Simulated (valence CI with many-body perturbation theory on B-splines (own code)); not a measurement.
# A CI+MBPT run for Ba VIII

Level of theory: valence CI with perturbative core correlation (CI+MBPT): three valence electrons over a frozen Dirac-Fock core [Kr] 4d10, radial functions for each j: 8 s, 8 p, 9 d, 9 f, 6 g, 3 h, 2 i, with the one-electron correlation potential Σ1 (screened to all orders), the two-electron term Σ2, the three-electron term Σ3, Breit, model QED; selected single and double excitations, second order for the rest, scaled by the run's own slope (own B-spline code, finite nucleus).

Command, and the settings that its task file holds:

```sh
python run_cv.py task.json out
```

```
atom Ba  Z=56  mass_number=138  rms_radius_fm=4.8378
core [Kr] 4d10
valence 5s2 5p1
avg = 1
basis = L
breit = 1
cap = 40000
capref = 1200
cscale = 1
de = 0.0
dress = 0
eps = 2e-08
extrap = 1
h = 0.27
hh = 1
l2 = 3
lcore = 6
maxit = 60
n2 = 5
natural = 1
nlev = 60
nno = [5, 5, 6, 7, 5, 3, 2]
nroot = 26
nsp = [3, 3, 3, 2, 1, 0, 0]
pt2 = 1
qed = 1
rpa = 1
s1 = 1
s2 = 1
s3 = 1
screen = 1
tol = 2e-05
whole = 1
```

(1) Roughly how long does this run take on one core of Intel(R) Xeon(R) Processor @ 2.30GHz, and how much memory?

Log. The first blocks belong to the next ion, which gives the ionisation energy. Fields: 2J, parity (1 odd), roots, reference size, generating configurations, candidates as configurations/state functions, variational space P, stored matrix elements, Davidson steps; e2 is the range of second-order energies in hartree. The first line gives the box (bohr), its intervals, the orbitals and the steps of their self-consistent field. Window is the range of levels sought, series limit the energy at which the first omitted orbital would enter, core excitation an estimate of the first excitation out of the core, left out the lowest levels not solved, and shifts from estimates the range by which levels moved from their first estimate, all in cm⁻¹.

```
rmax 13.1 intervals 63 orbitals 82 references ['5s2 5p', '5s 5p2', '4f 5s2', '5s2 5d', '4f 5s 5p'] scf 6 t 2.4
2J=0 par=0 roots 2 ref 17 generators 7 cand 309/309 P 326/326 nnz 0 it 0
2J=0 par=0 roots 2 ref 17 generators 16 cand 18/18 P 344/344 nnz 0 it 0
   second order: generators 22 cand 4/4 e2 -0.00000 -0.00000
reference levels 672, estimated 276, window 386855 1/cm; series limit 571988, core excitation 697521
2J=1 par=1 roots 8 ref 39 generators 27 cand 3024/4676 P 4810/7239 nnz 5.2e+06 it 5
2J=1 par=1 roots 8 ref 39 generators 64 cand 1823/2915 P 6633/10154 nnz 9.4e+06 it 9
   second order: generators 145 cand 21889/35506 e2 -0.00006 -0.00000
2J=3 par=1 roots 12 ref 65 generators 33 cand 2595/5680 P 3901/8244 nnz 7.7e+06 it 8
2J=3 par=1 roots 12 ref 65 generators 73 cand 3216/7599 P 7117/15843 nnz 2.4e+07 it 8
   second order: generators 167 cand 27650/68106 e2 -0.00008 -0.00001
2J=1 par=0 roots 6 ref 51 generators 20 cand 2015/3057 P 3801/5601 nnz 3.5e+06 it 5
2J=1 par=0 roots 6 ref 51 generators 44 cand 1843/3013 P 5644/8614 nnz 7.6e+06 it 5
   second order: generators 120 cand 22260/36032 e2 -0.00004 -0.00000
2J=3 par=0 roots 10 ref 78 generators 22 cand 2448/5427 P 3794/8000 nnz 7.7e+06 it 7
2J=3 par=0 roots 10 ref 78 generators 55 cand 3092/7710 P 6886/15710 nnz 2.7e+07 it 8
   second order: generators 143 cand 28096/69442 e2 -0.00008 -0.00000
2J=5 par=0 roots 12 ref 83 generators 22 cand 2079/5408 P 3329/7989 nnz 8.5e+06 it 7
2J=5 par=0 roots 12 ref 83 generators 57 cand 3911/11441 P 7240/19430 nnz 4.2e+07 it 9
   second order: generators 143 cand 30288/90612 e2 -0.00008 -0.00001
2J=5 par=1 roots 11 ref 66 generators 23 cand 2171/5467 P 3288/8003 nnz 7.8e+06 it 8
2J=5 par=1 roots 11 ref 66 generators 67 cand 3948/11125 P 7236/19128 nnz 3.6e+07 it 10
   second order: generators 154 cand 30985/91943 e2 -0.00008 -0.00001
2J=7 par=1 roots 8 ref 57 generators 23 cand 2101/5437 P 3178/7994 nnz 7.8e+06 it 10
2J=7 par=1 roots 8 ref 57 generators 62 cand 3778/11291 P 6956/19285 nnz 3.7e+07 it 9
   second order: generators 127 cand 30811/101200 e2 -0.00009 -0.00001
2J=7 par=0 roots 11 ref 67 generators 15 cand 1835/5406 P 3043/7975 nnz 9.2e+06 it 9
2J=7 par=0 roots 11 ref 67 generators 41 cand 3432/10798 P 6475/18773 nnz 4.4e+07 it 8
   second order: generators 115 cand 26625/90891 e2 -0.00008 -0.00001
2J=9 par=0 roots 9 ref 48 generators 22 cand 1887/5393 P 3154/7949 nnz 8.9e+06 it 6
...
2J=9 par=1 roots 2 ref 40 generators 24 cand 1945/5777 P 4935/12933 nnz 2e+07 it 5
   second order: generators 57 cand 26449/90688 e2 -0.00008 -0.00003
2J=13 par=0 roots 2 ref 11 generators 3 cand 810/2253 P 1980/4753 nnz 4.6e+06 it 5
2J=13 par=0 roots 2 ref 11 generators 14 cand 1190/3645 P 3170/8398 nnz 1.3e+07 it 5
   second order: generators 48 cand 18445/58306 e2 -0.00006 -0.00002
2J=11 par=1 roots 1 ref 24 generators 5 cand 1467/3430 P 2598/5952 nnz 5.4e+06 it 4
2J=11 par=1 roots 1 ref 24 generators 17 cand 1377/4055 P 3975/10007 nnz 1.3e+07 it 5
   second order: generators 31 cand 16176/56752 e2 -0.00007 -0.00007
left out: unestimated 557699, estimated 409030, shifts from estimates -21 to 108
operators 5.4
```

The Davidson iterations converged.

Set against measurement, 58 paired levels are off by 850 cm⁻¹ on average, the worst by 3081. These come from a selection out of Sansonetti and Curry, J. Phys. Chem. Ref. Data 39, 043103 (2010). Levels without a partner in it may be off by more, other configurations by several thousand cm⁻¹. 3 measured levels below the end of the list, from 249919 cm⁻¹ on, found no clear computed partner, and computed levels of the same name lie up to 9005 cm⁻¹ from them.

| Item | Value |
| --- | --- |
| Valence energy | -13.92154 hartree |
| Ionisation energy | 101.3 eV (NIST: 101 ± 2.1 eV (theoretical)) |
| Reference configurations for the orbitals | 5s2 5p, 5s 5p2, 4f 5s2, 5s2 5d, 4f 5s 5p |
| Radial orbitals | 82 |
| Box radius | 13.13 bohr |
| Largest variational space | 19430 |
| Lowest levels | 5s2 5p 2P°_1/2 0.0, 5s2 5p 2P°_3/2 23599, 5s 5p2 4P_1/2 115680, 5s 5p2 4P_3/2 128310, 5s 5p2 4P_5/2 137520, 4f 5s2 2F°_5/2 137590, 4f 5s2 2F°_7/2 138890, 5s 5p2 2D_3/2 157680, 5s 5p2 2D_5/2 165670, 5s 5p2 2P_1/2 174950, 5s 5p2 2S_1/2 199220, 5s 5p2 2P_3/2 200720, 5s2 5d 2D_3/2 230930, 5s2 5d 2D_5/2 234600 cm⁻¹ |

Names give the largest LS component (configuration and term), which can be under half, so a name can repeat, a term be missing and a line seem to break the LS rules; names also repeat where a configuration has a term twice.

Answers

(1) 3.4 min on 1 thread of Intel(R) Xeon(R) Processor @ 2.30GHz, with other jobs on the host, peak memory 0.79 GiB.
